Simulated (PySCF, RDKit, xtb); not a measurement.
Pair of molecules: CHN (SMILES C#N) (first 3 atoms) with HI (SMILES I); geometry from B3LYP-D3(BJ)/def2-TZVP.
(charge 0, multiplicity 1):
```
atom    x (Å)    y (Å)    z (Å)
----  -------  -------  -------
C     -0.7573  -0.5720  -0.3179
N     -0.2026  -0.3001   0.6459
H     -1.2741  -0.8261  -1.2163
I      1.7386   0.5988   3.8701
H      0.9181   0.2239   2.5230
```

Monomers are frozen at their geometry in the pair; levels with a basis set take the counterpoise correction. Rows marked so take none. RDKit's UFF carries no charges.

Rows in 3-21G carry no dispersion term and start afresh at each structure; the Pople sets are all-electron and without relativity.

Programs: PySCF for 3-21G rows; RDKit for the force fields; xtb for the GFN methods. Each number belongs to the level named beside it.

**Question.** One of these levels gives -1.24 kcal/mol for the interaction energy. Which one is it?
A. GFN-FF
B. GFN1-xTB
C. HF/3-21G (no counterpoise)
D. UFF

**Answer.** B, GFN1-xTB. The others give 3.26 (UFF), -2.18 (GFN-FF), -2.77 (HF/3-21G (no counterpoise))
